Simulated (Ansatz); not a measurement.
One change: `N=[C](F)[AlH2]` becomes `N=[C]([AlH2])[SiH3]`.

Ansatz, PBE0-D4/def2-TZVP geometries, multiplicity 1. Each molecule was computed in one conformer, which needn't be the lowest.

```csv
property,`N=[C](F)[AlH2]`
HOMO–LUMO gap (B3LYP/def2-TZVPP) / eV,5.01
HOMO energy (ωB97M-V/def2-TZVPP) / eV,-10.19
HOMO energy (PBE/def2-TZVPP) / eV,-6.44
LUMO energy (PBE/def2-TZVPP) / eV,-3.21
size of the dipole moment (ωB97M-V/def2-TZVPP) / D,3.00
size of the dipole moment (PBE/def2-TZVPP) / D,2.65
```

(1) What does the change do to each property? (Estimate.)

Answers

(1) The calculation gave: 
```tsv
property	`N=[C]([AlH2])[SiH3]`	shift
HOMO–LUMO gap (B3LYP/def2-TZVPP) / eV	3.82	-1.19
HOMO energy (ωB97M-V/def2-TZVPP) / eV	-8.74	1.45
HOMO energy (PBE/def2-TZVPP) / eV	-5.28	1.16
LUMO energy (PBE/def2-TZVPP) / eV	-3.19	0.02
size of the dipole moment (ωB97M-V/def2-TZVPP) / D	1.60	-1.40
size of the dipole moment (PBE/def2-TZVPP) / D	1.39	-1.26
```

With PBE0 the HOMO rises by 1.34 eV and the LUMO rises by 0.11 eV, so the gap narrows by about 1.23 eV. PBE moves the HOMO by 1.16 eV and ωB97M-V by 1.45 eV. The zero-point energy changes by 58.2 kJ/mol with +9 modes. Dipoles are sizes alone; their direction can turn.

B3LYP here is the variant with VWN-RPA as its local correlation; programs differ in this.
